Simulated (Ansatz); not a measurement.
This geometry of C$_{3}$H$_{9}$NSi (14 atoms, charge 0, multiplicity 1) is a first-order saddle point.

These are results of RKS PBE0-D4/STO-3G in Ansatz, not measurements.

```xyz
14
Properties=species:S:1:pos:R:3
N -0.995 1.423 0.198
C -0.126 0.199 0.062
Si 0.813 -0.177 1.640
C -0.614 -0.960 -0.810
C 0.532 -0.094 -1.288
H -0.725 2.056 -0.603
H -1.967 1.117 -0.079
H 1.628 0.953 2.014
H 1.664 -1.321 1.418
H -0.112 -0.477 2.706
H -1.576 -0.842 -1.316
H -0.403 -1.986 -0.496
H 0.328 0.597 -2.111
H 1.539 -0.517 -1.306
```

(1) Which two structures does it join? (They come from a converged band through this point; their orientation in space is the band's.)

(2) How far does it lie above each of them?

Results:

(1) No bond is made or broken. The dihedral H7–N1–C2–C5 goes from 28 to 147°. The two ends are copies of one structure, up to a mirror image or an exchange of like atoms.

Initial state:

```xyz
14
Properties=species:S:1:pos:R:3
N -1.161 1.276 0.180
C -0.179 0.155 0.045
Si 0.800 -0.138 1.613
C -0.634 -1.040 -0.782
C 0.462 -0.138 -1.320
H -0.574 2.153 0.246
H -1.610 1.378 -0.771
H 1.511 1.066 1.971
H 1.749 -1.199 1.376
H -0.079 -0.512 2.694
H -1.616 -0.978 -1.260
H -0.370 -2.048 -0.452
H 0.204 0.518 -2.155
H 1.484 -0.523 -1.358
```

Final state:

```xyz
14
Properties=species:S:1:pos:R:3
N -0.879 1.492 0.062
C -0.095 0.219 0.009
Si 0.802 -0.138 1.614
C -0.582 -0.942 -0.870
C 0.594 -0.092 -1.313
H -1.364 1.569 -0.874
H -1.686 1.295 0.717
H 1.782 0.886 1.883
H 1.459 -1.418 1.504
H -0.151 -0.184 2.698
H -1.524 -0.812 -1.409
H -0.394 -1.970 -0.549
H 0.431 0.600 -2.143
H 1.594 -0.533 -1.300
```

(2) 0.105 eV above the first and 0.105 eV above the second. This is the barrier of this one path; another mechanism may lie lower. Limits of this set-up: minimal basis.

Run time: 100 s on 1 thread of Intel(R) Xeon(R) Platinum 8375C CPU @ 2.90GHz (Ice Lake), with other jobs on the host, peak memory 0.12 GiB.
